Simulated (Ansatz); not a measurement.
Relaxation of C$_{2}$H$_{3}$FSe (7 atoms, charge 0, multiplicity 1), to a largest force component of 0.015 eV/Å in at most 40 steps.

Level of theory: RKS revPBE/def2-SVP in Ansatz.

```xyz
7
Properties=species:S:1:pos:R:3
C 0.252 -0.110 1.036
C -0.319 0.390 -0.115
F 0.340 0.387 -1.336
Se -2.138 1.117 0.036
H -0.365 -0.017 1.928
H 1.198 -0.482 1.042
H -1.502 2.513 0.326
```

Where does it end, and by what steps?

The run converged. After 11 steps the energy has fallen by 0.436 eV; H7 moved furthest, 0.76 Å.

```tsv
step	energy less start (eV)	largest force component (eV/Å)	accepted
0	0.0000	3.706	yes
1	-0.3248	1.352	yes
2	-0.3551	0.365	yes
3	-0.3712	0.373	yes
4	-0.3905	0.186	yes
5	-0.4094	0.209	yes
6	-0.4246	0.285	yes
7	-0.4287	0.356	yes
8	-0.4357	0.177	yes
9	-0.4357	0.089	yes
10	-0.4363	0.029	yes
11	-0.4364	0.007	yes
```

```xyz
7
Properties=species:S:1:pos:R:3
C 0.273 -0.215 1.079
C -0.317 0.521 0.118
F 0.273 0.720 -1.080
Se -2.091 1.266 0.259
H -0.194 -0.325 2.066
H 1.231 -0.715 0.875
H -1.710 2.545 -0.399
```

Whether the end is a true minimum wasn't checked by a vibrational analysis.

Time of the run: 20 s on 1 thread of Intel(R) Xeon(R) 6975P-C (Granite Rapids), with other jobs on the host, peak memory 0.14 GiB.
